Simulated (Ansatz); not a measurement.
Ansatz (a first-principles code) input (HF/3-21G): The .json file is the Basis Set Exchange's 3-21G.

Ansatz 0.2 input:
```yaml
crystal:
  periodic: [false, false, false]
  atoms:
    - {symbol: N, position_ang: [-0.00000000, -0.00000000, -0.92251417]}
    - {symbol: P, position_ang: [0.00000000, 0.00000000, 0.55900096]}
    - {symbol: H, position_ang: [-0.00000000, -0.00000000, -1.92741514]}
basis:
  gaussian:
    orbitals: 3-21G.json
hamiltonian:
  xc: {name: HF}
total_charge: 1
phonons: {temperatures: {t_min: 298.15, t_max: 298.15, t_step: 100}}
```

Output:

```
Functional definition: HF
integrals: 0.00 GiB planned
317 factors; integrals over basis functions are off by at most 3.0e-4 eV
mean field: 0.04 GiB planned
mean field evaluation 1: about -10698.7943 eV, gradient 5.4e1 eV
mean field evaluation 2: about -10698.7969 eV, gradient 5.4e1 eV
mean field evaluation 4: about -10705.1248 eV, gradient 3.3e0 eV
mean field evaluation 8: about -10705.1637 eV, gradient 6.3e-5 eV
mean field -10705.16370200 eV, -393.4075098279 hartree, gradient 8.5e-6 eV, S^2 0.000000; 0 other end points of the search recorded, 0 dependent functions left out
the calculation of the forces begins
reference -10705.16370200 eV, -393.4075098279 hartree; 11, 11 occupied and 13, 13 virtual orbitals, 317 factors
these checks for a lower state are left out or cut short: stability, starts, cluster_reference, orbital_swaps, neighbouring_geometries, increment
integrals: 0.00 GiB planned
317 factors; integrals over basis functions are off by at most 3.0e-4 eV
mean field: 0.04 GiB planned
mean field evaluation 16: about -10705.1637 eV, gradient 6.2e-5 eV
mean field -10705.16368318 eV, -393.4075091362 hartree, gradient 2.9e-6 eV, S^2 0.000000; 0 other end points of the search recorded, 0 dependent functions left out
the calculation of the forces begins
reference -10705.16368318 eV, -393.4075091362 hartree; 11, 11 occupied and 13, 13 virtual orbitals, 317 factors
these checks for a lower state are left out or cut short: stability, starts, cluster_reference, orbital_swaps, neighbouring_geometries, increment
integrals: 0.00 GiB planned
317 factors; integrals over basis functions are off by at most 3.0e-4 eV
mean field: 0.04 GiB planned
mean field -10705.16368318 eV, -393.4075091362 hartree, gradient 2.9e-6 eV, S^2 0.000000; 0 other end points of the search recorded, 0 dependent functions left out
the calculation of the forces begins
reference -10705.16368318 eV, -393.4075091362 hartree; 11, 11 occupied and 13, 13 virtual orbitals, 317 factors
these checks for a lower state are left out or cut short: stability, starts, cluster_reference, orbital_swaps, neighbouring_geometries, increment
integrals: 0.00 GiB planned
317 factors; integrals over basis functions are off by at most 3.0e-4 eV
mean field: 0.04 GiB planned
mean field evaluation 32: about -10705.1637 eV, gradient 2.7e-6 eV
mean field -10705.16368318 eV, -393.4075091362 hartree, gradient 2.7e-6 eV, S^2 0.000000; 0 other end points of the search recorded, 0 dependent functions left out
the calculation of the forces begins
reference -10705.16368318 eV, -393.4075091362 hartree; 11, 11 occupied and 13, 13 virtual orbitals, 317 factors
these checks for a lower state are left out or cut short: stability, starts, cluster_reference, orbital_swaps, neighbouring_geometries, increment
integrals: 0.00 GiB planned
317 factors; integrals over basis functions are off by at most 3.0e-4 eV
mean field: 0.04 GiB planned
mean field -10705.16368318 eV, -393.4075091362 hartree, gradient 2.7e-6 eV, S^2 0.000000; 0 other end points of the search recorded, 0 dependent functions left out
the calculation of the forces begins
reference -10705.16368318 eV, -393.4075091362 hartree; 11, 11 occupied and 13, 13 virtual orbitals, 317 factors
these checks for a lower state are left out or cut short: stability, starts, cluster_reference, orbital_swaps, neighbouring_geometries, increment
integrals: 0.00 GiB planned
317 factors; integrals over basis functions are off by at most 3.0e-4 eV
mean field: 0.04 GiB planned
mean field -10705.16327895 eV, -393.4074942812 hartree, gradient 2.3e-6 eV, S^2 0.000000; 0 other end points of the search recorded, 0 dependent functions left out
the calculation of the forces begins
reference -10705.16327895 eV, -393.4074942812 hartree; 11, 11 occupied and 13, 13 virtual orbitals, 317 factors
these checks for a lower state are left out or cut short: stability, starts, cluster_reference, orbital_swaps, neighbouring_geometries, increment
integrals: 0.00 GiB planned
317 factors; integrals over basis functions are off by at most 3.1e-4 eV
mean field: 0.04 GiB planned
mean field -10705.16327213 eV, -393.4074940305 hartree, gradient 2.3e-6 eV, S^2 0.000000; 0 other end points of the search recorded, 0 dependent functions left out
the calculation of the forces begins
reference -10705.16327213 eV, -393.4074940305 hartree; 11, 11 occupied and 13, 13 virtual orbitals, 317 factors
these checks for a lower state are left out or cut short: stability, starts, cluster_reference, orbital_swaps, neighbouring_geometries, increment
integrals: 0.00 GiB planned
317 factors; integrals over basis functions are off by at most 3.0e-4 eV
mean field: 0.04 GiB planned
mean field -10705.16369892 eV, -393.4075097149 hartree, gradient 1.3e-6 eV, S^2 0.000000; 0 other end points of the search recorded, 0 dependent functions left out
the calculation of the forces begins
reference -10705.16369892 eV, -393.4075097149 hartree; 11, 11 occupied and 13, 13 virtual orbitals, 317 factors
these checks for a lower state are left out or cut short: stability, starts, cluster_reference, orbital_swaps, neighbouring_geometries, increment
integrals: 0.00 GiB planned
317 factors; integrals over basis functions are off by at most 3.0e-4 eV
mean field: 0.04 GiB planned
mean field evaluation 64: about -10705.1579 eV, gradient 1.0e-1 eV
mean field -10705.16369892 eV, -393.4075097149 hartree, gradient 1.3e-6 eV, S^2 0.000000; 0 other end points of the search recorded, 0 dependent functions left out
the calculation of the forces begins
reference -10705.16369892 eV, -393.4075097149 hartree; 11, 11 occupied and 13, 13 virtual orbitals, 317 factors
these checks for a lower state are left out or cut short: stability, starts, cluster_reference, orbital_swaps, neighbouring_geometries, increment
integrals: 0.00 GiB planned
317 factors; integrals over basis functions are off by at most 3.0e-4 eV
mean field: 0.04 GiB planned
mean field -10705.16369892 eV, -393.4075097149 hartree, gradient 1.3e-6 eV, S^2 0.000000; 0 other end points of the search recorded, 0 dependent functions left out
the calculation of the forces begins
reference -10705.16369892 eV, -393.4075097149 hartree; 11, 11 occupied and 13, 13 virtual orbitals, 317 factors
these checks for a lower state are left out or cut short: stability, starts, cluster_reference, orbital_swaps, neighbouring_geometries, increment
integrals: 0.00 GiB planned
317 factors; integrals over basis functions are off by at most 3.0e-4 eV
mean field: 0.04 GiB planned
mean field -10705.16369892 eV, -393.4075097149 hartree, gradient 1.3e-6 eV, S^2 0.000000; 0 other end points of the search recorded, 0 dependent functions left out
the calculation of the forces begins
reference -10705.16369892 eV, -393.4075097149 hartree; 11, 11 occupied and 13, 13 virtual orbitals, 317 factors
these checks for a lower state are left out or cut short: stability, starts, cluster_reference, orbital_swaps, neighbouring_geometries, increment
integrals: 0.00 GiB planned
317 factors; integrals over basis functions are off by at most 3.0e-4 eV
mean field: 0.04 GiB planned
mean field -10705.16343948 eV, -393.4075001803 hartree, gradient 2.3e-6 eV, S^2 0.000000; 0 other end points of the search recorded, 0 dependent functions left out
the calculation of the forces begins
reference -10705.16343948 eV, -393.4075001803 hartree; 11, 11 occupied and 13, 13 virtual orbitals, 317 factors
these checks for a lower state are left out or cut short: stability, starts, cluster_reference, orbital_swaps, neighbouring_geometries, increment
integrals: 0.00 GiB planned
317 factors; integrals over basis functions are off by at most 3.0e-4 eV
mean field: 0.04 GiB planned
mean field evaluation 96: about -10705.1634 eV, gradient 1.5e-5 eV
mean field -10705.16343379 eV, -393.4074999715 hartree, gradient 2.3e-6 eV, S^2 0.000000; 0 other end points of the search recorded, 0 dependent functions left out
the calculation of the forces begins
reference -10705.16343379 eV, -393.4074999715 hartree; 11, 11 occupied and 13, 13 virtual orbitals, 317 factors
these checks for a lower state are left out or cut short: stability, starts, cluster_reference, orbital_swaps, neighbouring_geometries, increment
integrals: 0.00 GiB planned
317 factors; integrals over basis functions are off by at most 3.0e-4 eV
mean field: 0.04 GiB planned
mean field -10705.16369532 eV, -393.4075095825 hartree, gradient 1.9e-6 eV, S^2 0.000000; 0 other end points of the search recorded, 0 dependent functions left out
the calculation of the forces begins
reference -10705.16369532 eV, -393.4075095825 hartree; 11, 11 occupied and 13, 13 virtual orbitals, 317 factors
these checks for a lower state are left out or cut short: stability, starts, cluster_reference, orbital_swaps, neighbouring_geometries, increment
integrals: 0.00 GiB planned
317 factors; integrals over basis functions are off by at most 3.0e-4 eV
mean field: 0.04 GiB planned
mean field -10705.16369532 eV, -393.4075095825 hartree, gradient 1.9e-6 eV, S^2 0.000000; 0 other end points of the search recorded, 0 dependent functions left out
the calculation of the forces begins
reference -10705.16369532 eV, -393.4075095825 hartree; 11, 11 occupied and 13, 13 virtual orbitals, 317 factors
these checks for a lower state are left out or cut short: stability, starts, cluster_reference, orbital_swaps, neighbouring_geometries, increment
integrals: 0.00 GiB planned
317 factors; integrals over basis functions are off by at most 3.0e-4 eV
mean field: 0.04 GiB planned
mean field -10705.16369532 eV, -393.4075095825 hartree, gradient 1.9e-6 eV, S^2 0.000000; 0 other end points of the search recorded, 0 dependent functions left out
the calculation of the forces begins
reference -10705.16369532 eV, -393.4075095825 hartree; 11, 11 occupied and 13, 13 virtual orbitals, 317 factors
these checks for a lower state are left out or cut short: stability, starts, cluster_reference, orbital_swaps, neighbouring_geometries, increment
integrals: 0.00 GiB planned
317 factors; integrals over basis functions are off by at most 3.0e-4 eV
mean field: 0.04 GiB planned
mean field evaluation 128: about -10705.1637 eV, gradient 1.9e-6 eV
mean field -10705.16369532 eV, -393.4075095825 hartree, gradient 1.9e-6 eV, S^2 0.000000; 0 other end points of the search recorded, 0 dependent functions left out
the calculation of the forces begins
reference -10705.16369532 eV, -393.4075095825 hartree; 11, 11 occupied and 13, 13 virtual orbitals, 317 factors
these checks for a lower state are left out or cut short: stability, starts, cluster_reference, orbital_swaps, neighbouring_geometries, increment
integrals: 0.00 GiB planned
317 factors; integrals over basis functions are off by at most 3.0e-4 eV
mean field: 0.04 GiB planned
mean field -10705.16354682 eV, -393.4075041253 hartree, gradient 2.3e-6 eV, S^2 0.000000; 0 other end points of the search recorded, 0 dependent functions left out
the calculation of the forces begins
reference -10705.16354682 eV, -393.4075041253 hartree; 11, 11 occupied and 13, 13 virtual orbitals, 317 factors
these checks for a lower state are left out or cut short: stability, starts, cluster_reference, orbital_swaps, neighbouring_geometries, increment
integrals: 0.00 GiB planned
317 factors; integrals over basis functions are off by at most 3.0e-4 eV
mean field: 0.04 GiB planned
mean field -10705.16355930 eV, -393.4075045837 hartree, gradient 2.3e-6 eV, S^2 0.000000; 0 other end points of the search recorded, 0 dependent functions left out
the calculation of the forces begins
reference -10705.16355930 eV, -393.4075045837 hartree; 11, 11 occupied and 13, 13 virtual orbitals, 317 factors
Total energy: -10705.16370200 eV, -393.4075098279 hartree
Atom 0 at    -0.000000    -0.000000    -0.922514 Å, force     0.000000     0.000000     0.001482 eV/Å
Atom 1 at     0.000000     0.000000     0.559001 Å, force    -0.000000    -0.000000     0.000694 eV/Å
Atom 2 at    -0.000000    -0.000000    -1.927415 Å, force     0.000000    -0.000000    -0.002176 eV/Å
Dipole moment:    -0.000000     0.000000    -0.010562 e Å
Vibrations: 837.93 837.93 1498.23 3742.72 cm⁻¹, zero-point energy 0.428788 eV
```

The blocks after the first are displaced geometries, from whose forces the wavenumbers follow.

The dipole moment of an ion depends on the origin.
